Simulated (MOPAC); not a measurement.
MOPAC input (MNDO):

```
MNDO 1SCF CHARGE=1 GEO-OK AUX(PRECISION=9) THREADS=1
H9N2Si2

N     1.37973600 1   -0.97654500 1   -0.69456900 1
Si    1.21244200 1    0.20317800 1    0.59596900 1
Si   -1.14313800 1    0.49721100 1    0.53547900 1
N    -1.39709600 1   -0.24174900 1   -1.20644700 1
H     2.09182500 1   -0.77988300 1   -1.38842900 1
H     1.47039400 1   -1.94818100 1   -0.41965000 1
H     1.64719200 1   -0.27230900 1    1.92149300 1
H     1.86459500 1    1.45829000 1    0.18110600 1
H    -1.97066200 1   -0.40014800 1    1.36214100 1
H    -1.73756900 1    1.83983400 1    0.41885900 1
H    -0.49633400 1   -0.72742500 1   -1.41760200 1
H    -2.16319400 1   -0.91194100 1   -1.26559900 1
H    -1.55498400 1    0.46438400 1   -1.92547900 1
```

Output:

```
 *******************************************************************************
 **                                                                           **
 **                              MOPAC v23.2.5                                **
 **                                                                           **
 *******************************************************************************
 ** MOPAC's Digital Object Identifier: https://doi.org/10.5281/zenodo.6511958 **
 **                                                                           **
 ** Please cite the open-source release paper for use of this MOPAC version:  **
 ** J. E. Moussa and J. J. P. Stewart (2026)                                  **
 ** MOPAC: An open-source semiempirical molecular orbital program             **
 ** J. Open Source Softw., 11(119), 8025, https://doi.org/10.21105/joss.08025 **
 *******************************************************************************

                              MNDO CALCULATION RESULTS

 *******************************************************************************
 *  MNDO       - The MNDO Hamiltonian to be used
 *  GEO-OK     - OVERRIDE INTERATOMIC DISTANCE AND OTHER SAFETY CHECKS
 *
 *
 *
 *                 CHARGE ON SYSTEM = +1
 *
 *
 *
 *  1SCF       - DO 1 SCF AND THEN STOP
 *  AUX        - OUTPUT AUXILIARY INFORMATION
 *******************************************************************************
MNDO 1SCF CHARGE=1 GEO-OK AUX(PRECISION=9) THREADS=1
 H9N2Si2

   ATOM   CHEMICAL          X               Y               Z
  NUMBER   SYMBOL      (ANGSTROMS)     (ANGSTROMS)     (ANGSTROMS)

     1       N          1.37973600  *  -0.97654500  *  -0.69456900  *
     2      Si          1.21244200  *   0.20317800  *   0.59596900  *
     3      Si         -1.14313800  *   0.49721100  *   0.53547900  *
     4       N         -1.39709600  *  -0.24174900  *  -1.20644700  *
     5       H          2.09182500  *  -0.77988300  *  -1.38842900  *
     6       H          1.47039400  *  -1.94818100  *  -0.41965000  *
     7       H          1.64719200  *  -0.27230900  *   1.92149300  *
     8       H          1.86459500  *   1.45829000  *   0.18110600  *
     9       H         -1.97066200  *  -0.40014800  *   1.36214100  *
    10       H         -1.73756900  *   1.83983400  *   0.41885900  *
    11       H         -0.49633400  *  -0.72742500  *  -1.41760200  *
    12       H         -2.16319400  *  -0.91194100  *  -1.26559900  *
    13       H         -1.55498400  *   0.46438400  *  -1.92547900  *

          CARTESIAN COORDINATES

    NO.       ATOM           X           Y           Z

     1         N          1.3797     -0.9765     -0.6946
     2        Si          1.2124      0.2032      0.5960
     3        Si         -1.1431      0.4972      0.5355
     4         N         -1.3971     -0.2417     -1.2064
     5         H          2.0918     -0.7799     -1.3884
     6         H          1.4704     -1.9482     -0.4197
     7         H          1.6472     -0.2723      1.9215
     8         H          1.8646      1.4583      0.1811
     9         H         -1.9707     -0.4001      1.3621
    10         H         -1.7376      1.8398      0.4189
    11         H         -0.4963     -0.7274     -1.4176
    12         H         -2.1632     -0.9119     -1.2656
    13         H         -1.5550      0.4644     -1.9255

  H: (MNDO): M.J.S. DEWAR, W. THIEL, J. AM. CHEM. SOC., 99, 4899, (1977)
  N: (MNDO): M.J.S. DEWAR, W. THIEL, J. AM. CHEM. SOC., 99, 4899, (1977)
 Si: (MNDO): M.J.S.DEWAR, ET. AL. ORGANOMETALLICS  5, 375 (1986)

           Empirical Formula: H9 N2 Si2  =    13 atoms

      MOLECULAR POINT GROUP   :   C1

      RHF CALCULATION, NO. OF DOUBLY OCCUPIED LEVELS = 13

 -------------------------------------------------------------------------------
 MNDO 1SCF CHARGE=1 GEO-OK AUX(PRECISION=9) THREADS=1
 H9N2Si2

     1SCF WAS SPECIFIED, SO BFGS WAS NOT USED
     SCF FIELD WAS ACHIEVED

                              MNDO CALCULATION
                                                       MOPAC v23.2.5 Linux

          FINAL HEAT OF FORMATION =        147.31072 KCAL/MOL =     616.34807 KJ/MOL

          COSMO AREA              =        139.03 SQUARE ANGSTROMS
          COSMO VOLUME            =        135.17 CUBIC ANGSTROMS

          IONIZATION POTENTIAL    =         13.734454 EV
          HOMO LUMO ENERGIES (EV) =        -13.734 -4.472
          NO. OF FILLED LEVELS    =         13
          MOLECULAR WEIGHT        =         93.2555         POINT GROUP:  C1

          MOLECULAR DIMENSIONS (Angstroms)

            Atom       Atom       Distance
            H    13    H     7     5.05923
            H     5    H     9     4.89155
            H     8    H     6     3.46228

          SCF CALCULATIONS        =          1

   ATOM   CHEMICAL          X               Y               Z
  NUMBER   SYMBOL      (ANGSTROMS)     (ANGSTROMS)     (ANGSTROMS)

     1       N          1.37973600  *  -0.97654500  *  -0.69456900  *
     2      Si          1.21244200  *   0.20317800  *   0.59596900  *
     3      Si         -1.14313800  *   0.49721100  *   0.53547900  *
     4       N         -1.39709600  *  -0.24174900  *  -1.20644700  *
     5       H          2.09182500  *  -0.77988300  *  -1.38842900  *
     6       H          1.47039400  *  -1.94818100  *  -0.41965000  *
     7       H          1.64719200  *  -0.27230900  *   1.92149300  *
     8       H          1.86459500  *   1.45829000  *   0.18110600  *
     9       H         -1.97066200  *  -0.40014800  *   1.36214100  *
    10       H         -1.73756900  *   1.83983400  *   0.41885900  *
    11       H         -0.49633400  *  -0.72742500  *  -1.41760200  *
    12       H         -2.16319400  *  -0.91194100  *  -1.26559900  *
    13       H         -1.55498400  *   0.46438400  *  -1.92547900  *

                             CARTESIAN COORDINATES

   1    N        1.379736000    -0.976545000    -0.694569000
   2   Si        1.212442000     0.203178000     0.595969000
   3   Si       -1.143138000     0.497211000     0.535479000
   4    N       -1.397096000    -0.241749000    -1.206447000
   5    H        2.091825000    -0.779883000    -1.388429000
   6    H        1.470394000    -1.948181000    -0.419650000
   7    H        1.647192000    -0.272309000     1.921493000
   8    H        1.864595000     1.458290000     0.181106000
   9    H       -1.970662000    -0.400148000     1.362141000
  10    H       -1.737569000     1.839834000     0.418859000
  11    H       -0.496334000    -0.727425000    -1.417602000
  12    H       -2.163194000    -0.911941000    -1.265599000
  13    H       -1.554984000     0.464384000    -1.925479000

           Empirical Formula: H9 N2 Si2  =    13 atoms

      MOLECULAR POINT GROUP   :   C1

                  EIGENVALUES
 -41.01161 -36.92393 -25.77984 -23.68671 -23.49505 -21.47450 -21.11493 -19.13277
 -18.59212 -16.42431 -15.97088 -15.28307 -13.73445  -4.47180  -4.17426  -3.04771
  -2.44605  -2.39569  -2.02758  -1.67773  -1.56013  -0.83686  -0.75616   1.30265
   1.88909

              NET ATOMIC CHARGES AND DIPOLE CONTRIBUTIONS

  ATOM NO.   TYPE          CHARGE      No. of ELECS.   s-Pop       p-Pop
    1          N          -0.672790        5.6728     1.61079     4.06200
    2         Si           1.197935        2.8021     1.10007     1.70199
    3         Si           0.857405        3.1426     1.21584     1.92675
    4          N          -0.252653        5.2527     1.53206     3.72059
    5          H           0.150910        0.8491     0.84909
    6          H           0.145680        0.8543     0.85432
    7          H          -0.266462        1.2665     1.26646
    8          H          -0.273408        1.2734     1.27341
    9          H          -0.244519        1.2445     1.24452
   10          H          -0.237311        1.2373     1.23731
   11          H           0.216450        0.7836     0.78355
   12          H           0.190706        0.8093     0.80929
   13          H           0.188056        0.8119     0.81194
 DIPOLE           X         Y         Z       TOTAL
 POINT-CHG.    -2.157     0.304    -1.237     2.505
 HYBRID        -0.313    -0.935    -1.214     1.564
 SUM           -2.470    -0.632    -2.452     3.537

          ATOMIC ORBITAL ELECTRON POPULATIONS

     Atom    s        px        py        pz
    1  N   1.61079   1.57583   1.14286   1.34331
    2 Si   1.10007   0.56862   0.56878   0.56460
    3 Si   1.21584   0.92233   0.60879   0.39564
    4  N   1.53206   1.15966   1.19758   1.36335
    5  H   0.84909
    6  H   0.85432
    7  H   1.26646
    8  H   1.27341
    9  H   1.24452
   10  H   1.23731
   11  H   0.78355
   12  H   0.80929
   13  H   0.81194

 **********************
 *                    *
 * JOB ENDED NORMALLY *
 *                    *
 **********************

 == MOPAC DONE ==
```

The dipole moment of an ion depends on the origin.

The geometry given is a B3LYP-D3(BJ)/def2-TZVP minimum.
